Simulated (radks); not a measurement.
The rhodium ion Rh6+, 39 electrons, occupied as [Kr] 4d3. All-electron calculation, scalar-relativistic Kohn-Sham, LDA (Slater exchange, VWN5 correlation), spin-polarised, spherical densities, finite nucleus; open shells are filled with parallel spins first (spin-orbit coupling, left out, can overturn this in heavy ions); Fermi nuclear charge, rms radius 4.4945 fm. Program: a radial shooting solver on a logarithmic mesh with Libxc functionals.

Unscreened Slater integrals over Kohn-Sham orbitals (cm^-1). They are taken over the spin-up orbitals.

F0(4d,4d): 163510
F2(4d,4d): 84102
F4(4d,4d): 56076
F0(4d,4p): 176100
F2(4d,4p): 89892
G1(4d,4p): 113860
G3(4d,4p): 70613
F0(4d,4s): 181200
G2(4d,4s): 85625
F0(4d,3d): 217040
F2(4d,3d): 46277
F4(4d,3d): 20964
G0(4d,3d): 15291
G2(4d,3d): 17647
G4(4d,3d): 13404
F0(4p,4p): 192520
F2(4p,4p): 101690
F0(4p,4s): 199410
G1(4p,4s): 135990
F0(4p,3d): 248100
F2(4p,3d): 60358
G1(4p,3d): 19539
G3(4p,3d): 19038
F0(4s,4s): 207270
F0(4s,3d): 263460
G2(4s,3d): 22162
F0(3d,3d): 539780
F2(3d,3d): 267600
F4(3d,3d): 170400

Derived for the open shells (J is the average intra-shell exchange parameter used in DFT+U). 4d: Racah B = F2/49 - 5 F4/441 = 1081 cm^-1, C = 35 F4/441 = 4450 cm^-1, C/B = 4.12, F4/F2 = 0.667, J = (F2 + F4)/14 = 10010 cm^-1.
